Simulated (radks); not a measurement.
These are the eigenvalues of the occupied orbitals of an atom or ion with whole-number occupations (eV). Method: non-relativistic Kohn-Sham, PBE, spin-polarised, spherical densities, point nucleus; computed with a radial shooting solver on a logarithmic mesh with Libxc functionals.

1s up: -65629.52
1s down: -65629.39
2s up: -10876.29
2s down: -10875.95
2p up: -10434.51
2p down: -10434.23
3s up: -2545.972
3s down: -2545.808
3p up: -2340.526
3p down: -2340.353
3d up: -1957.552
3d down: -1957.307
4s up: -567.4589
4s down: -567.1027
4p up: -481.0351
4p down: -480.6540
4d up: -323.2733
4d down: -322.8111
5s up: -132.1265
4f up: -116.1325
4f down: -115.3833
5p up: -105.6694
5p down: -102.0563
5d up: -63.8335

Which element is it, and in what charge state? The configuration may be excited. Open shells, if any, are filled with parallel spins first.

Answer. Z = 75, rhenium, charge +5: Re5+ in [Kr] 4d10 4f14 5s1 5p6 5d3. The list shows which subshells hold electrons but not how many an open one holds; the 1s level, -2411.8 hartree, gives Z - s = 69.5 by -(Z - s)^2/2, which with screening narrows Z to a few neighbours, and the depths of the outer levels then fix element, charge and occupations together.
